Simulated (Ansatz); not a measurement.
Basis-set extrapolation for C2H3BF2O (`O=CC(F)BF`) (PBE0-D4/def2-TZVP geometry, frozen core, Ansatz 0.2.0). Multiplicity 1, RHF reference.

```json
{"": "HF", "def2-TZVPP": "-376.099469", "def2-QZVPP": "-376.116026"}
{"": "MP2 correlation", "def2-TZVPP": "-1.133040", "def2-QZVPP": "-1.227125"}
{"": "CCSD(T) correlation", "def2-TZVPP": "-1.197005", "def2-QZVPP": "not run"}
```

Energies in hartree. Use E(X) = E(∞) + A·exp(−7.88·√X) for Hartree–Fock and E(X) = E(∞) + B·X^(−2.97) for correlation, with X = 3 and 4, and add CCSD(T) minus MP2 of the smaller set to the MP2 limit.

What is the CCSD(T) energy at the basis-set limit?

HF limit: -376.116026 + (-0.016557) × 0.13774 = -376.11831. MP2 limit: -1.227125 + (-0.094085) × 0.74074 = -1.29682. Higher-order term: -1.197005 − (-1.133040) = -0.06397. Total: -377.47910 hartree, 4.97 eV below CCSD(T)/def2-TZVPP.
